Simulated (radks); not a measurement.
The numbers below are computed, except where a source is named.
Task: Cd+, 47 electrons, occupied as [Kr] 4d10 5s1. Level of theory: scalar-relativistic Kohn-Sham, LDA (Slater exchange, Perdew-Wang correlation), spin-polarised, spherical densities, point nucleus; open shells are filled with parallel spins first (spin-orbit coupling, left out, can overturn this in heavy ions) (a radial shooting solver on a logarithmic mesh with Libxc functionals). Some entries of the table are withheld. Estimate them.

orbital,occ.,eigenvalue (eV),<r> (bohr),<r^2> (bohr^2)
1s up,1,-26502.33,0.03043,0.001252
1s down,1,-26502.30,0.03043,0.001252
2s up,1,-3942.970,0.1318,0.02047
2s down,1,-3942.962,0.1318,0.02047
2p up,3,-3541.172,0.1149,0.01612
2p down,3,-3541.162,0.1149,0.01612
3s up,1,-741.5774,0.3590,0.1474
3s down,1,-741.5551,0.3590,0.1474
3p up,3,-609.7650,0.3576,0.1485
3p down,3,-609.7428,0.3576,0.1484
3d up,5,-402.8182,0.3350,0.1335
3d down,5,-402.8002,0.3350,0.1335
4s up,1,-114.7448,(1),0.8759
4s down,1,-114.7072,(2),0.8751
4p up,3,-75.9129,0.9604,1.058
4p down,3,-75.8535,0.9593,1.055
4d up,5,-20.8252,1.280,1.988
4d down,5,-20.6017,1.269,1.947
5s up,1,-13.8018,2.615,7.759
5s down,0,-12.9769,2.625,7.849

Result: 
(1) 4s up <r> (bohr): 0.8788
(2) 4s down <r> (bohr): 0.8785
